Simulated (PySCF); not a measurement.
Isomers of C7H15B. Theory: TDDFT wB97X-D/def2-SVPD, vertical, gas phase, core orbitals frozen in the response (PySCF). Geometries: PBE0-D3(BJ)/def2-SVP; one conformer of each isolated species. Triplets are in the Tamm–Dancoff approximation.

A. `CCCBC1CCC1`
B. `C1[C@@H]([C@H](CC)CB1)C`
C. `B(CC=C)(C)CCC`
D. `CB(C)CC=C(C)C`

Lowest singlet levels (six at most, fewer where fewer were computed) with oscillator strengths:

1. 5.56 eV (f 0.006); 6.33 eV (f 0.013); 6.68 eV (f 0.001); 6.82 eV (f 0.442); 7.14 eV (f 0.056); 7.31 eV (f 0.019); T1 4.26 eV
2. 5.93 eV (f 0.005); 6.51 eV (f 0.003); 6.95 eV (f 0.013); 7.12 eV (f 0.374); 7.54 eV (f 0.006); 7.71 eV (f 0.060); T1 4.42 eV
3. 5.98 eV (f 0.000); 6.23 eV (f 0.002); 7.32 eV (f 0.001); 7.44 eV (f 0.016); 7.59 eV (f 0.011); 8.32 eV (f 0.015); T1 5.49 eV
4. 5.78 eV (f 0.002); 5.95 eV (f 0.005); 7.46 eV (f 0.016); 7.52 eV (f 0.053); 7.89 eV (f 0.002); 8.07 eV (f 0.001); T1 5.35 eV

**Question.** Which spectrum belongs to which structure?

**Answer.** 1 = D, 2 = C, 3 = B, 4 = A.
- A: S1 at 5.78 eV, HOMO→LUMO (92%); Löwdin shares by element: HOMO carbon 43% or more, boron 19% (atoms not listed hold the other 38%); LUMO boron 43%, carbon 23% or more, hydrogen 9% or more (atoms not listed hold the other 25%); HOMO -9.69 and LUMO 1.21 eV.
- B: S1 at 5.98 eV, HOMO→LUMO (88%); Löwdin shares by element: HOMO carbon 48% or more, boron 24% (atoms not listed hold the other 28%); LUMO boron 47%, carbon 25% or more, hydrogen 10% or more (atoms not listed hold the other 18%); HOMO -10.21 and LUMO 1.23 eV.
- C: S1 at 5.93 eV, HOMO→LUMO (82%), HOMO-2→LUMO (10%); Löwdin shares by element: HOMO carbon 75% or more, boron 8% (atoms not listed hold the other 18%); LUMO boron 40%, carbon 35% or more (atoms not listed hold the other 25%); HOMO -8.87 and LUMO 1.64 eV.
- D: S1 at 5.56 eV, HOMO→LUMO (88%); Löwdin shares by element: HOMO carbon 75% or more (atoms not listed hold the other 25%); LUMO boron 40%, carbon 35% or more (atoms not listed hold the other 24%); HOMO -8.17 and LUMO 1.70 eV.
A and C have S1 within 0.15 eV of each other; their strongest listed levels stand at 7.52 eV (f 0.053) and 7.12 eV (f 0.374).
B and C have S1 within 0.06 eV of each other; their strongest listed levels stand at 7.44 eV (f 0.016) and 7.12 eV (f 0.374).
